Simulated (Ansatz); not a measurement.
The same path of ClGaH$_{6}$Si (9 atoms, charge 0, multiplicity 1) was run 3 times with different band settings. Lost on the way: Ga1–Si2, H5–Cl6. Made: Ga1–Cl6, Si2–H5.

Level of theory: RKS r2SCANh/def2-mTZVP (Ansatz 0.2.0).

Relaxed end points:

```xyz
9
Properties=species:S:1:pos:R:3
Ga -0.763 -0.689 -0.802
Si 0.573 -0.486 1.191
H -0.055 -1.064 -2.153
H -2.329 -0.699 -0.742
H 0.564 2.195 -1.120
Cl -0.709 2.019 -1.293
H 1.733 0.426 0.939
H -0.164 0.085 2.353
H 1.151 -1.788 1.627
```

```xyz
9
Properties=species:S:1:pos:R:3
Ga -1.034 -0.054 -1.555
Si 0.882 -0.121 1.354
H 0.088 -0.849 -2.281
H -2.236 -0.599 -0.734
H 0.125 0.326 0.137
Cl -1.138 2.054 -2.053
H 2.238 0.462 1.262
H 0.147 0.380 2.535
H 0.928 -1.599 1.335
```

Common settings: movable images 5; climbing image yes; start path through a guess of the saddle point; force threshold 0.05 eV/Å; iteration limit 60; end points relaxed.

| run | spring | optimiser | largest step |
| --- | --- | --- | --- |
| 1 | 5.0 eV/Å² | quadratic models (default) | default |
| 2 | 5.0 eV/Å² | fire | 0.5 Å |
| 3 | 2.0 to 10.0 eV/Å², energy-weighted | quadratic models (default) | default |

Question: What does each run give, and how far can it be trusted?

Answer: Run 1: converged after 8 iterations, highest image 0.402 eV above the first end. A vibrational analysis at the climbing image gives one clearly imaginary mode, 610i cm⁻¹: a first-order saddle point.
Run 2: converged after 36 iterations, highest image 0.402 eV above the first end. Another band between the same ends (5 images) ends at a top of the same energy, where a vibrational analysis finds 1 clearly imaginary mode.
Run 3: converged after 9 iterations, highest image 0.402 eV above the first end. Neighbouring images differ by up to 1.3 eV, so the band resolves the path poorly. Another band between the same ends (5 images) ends at a top of the same energy, where a vibrational analysis finds 1 clearly imaginary mode.
The orbitals stay closed-shell, which can raise the energy where a bond breaks towards radicals; this wasn't checked here.
